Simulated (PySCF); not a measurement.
F3In, charge -1, doublet, geometry from GFN2-xTB (such geometries of metal compounds can be far from the true shape) (a state made from the parent by changing its charge; the spin is typed, not shown lowest) (all electrons, no relativity). Base run: PySCF with HF/3-21G.

Geometry (Å):
```xyz
4

In     0.0000     0.0000     0.0000
F     -1.9500    -1.1861     0.0349
F      0.0176     2.1446    -0.7817
F      1.9324    -0.9585     0.7468
```
Charge -1, spin multiplicity 2.
Orbitals are unrestricted.
All else is at PySCF's defaults.
Base energy -6011.45140 Eh.

The base run was repeated with changes; each row names its change, and settings that it needs were set with it.

```tsv
change	ΔE vs base (mEh)	SCF cycles	<S^2>
base	0.000	10	0.780
conv_tol_grad = 1e-7	0.000	12	0.780
level_shift = 1.0 (with mf.max_cycle = 100)	0.000	24	0.780
diis_space = 20	0.000	10	0.780
solver = newton	0.000	-	0.780
init_guess = atom	0.000	10	0.780
conv_tol = 1e-7	0.000	9	0.780
init_guess = 1e	0.000	16	0.780
init_guess = huckel	0.000	10	0.780
conv_tol_grad = 1e-3	0.000	10	0.780
diis_space = 12	0.000	10	0.780
conv_tol = 1e-12	0.000	14	0.780
diis = off; damp = 0.6 (with mf.diis_start_cycle = 200; with mf.max_cycle = 150)	0.000	65	0.780
```

Open shells are given as the SCF converged; they aren't shown to be the lowest states, and a large step between rows can be another state.
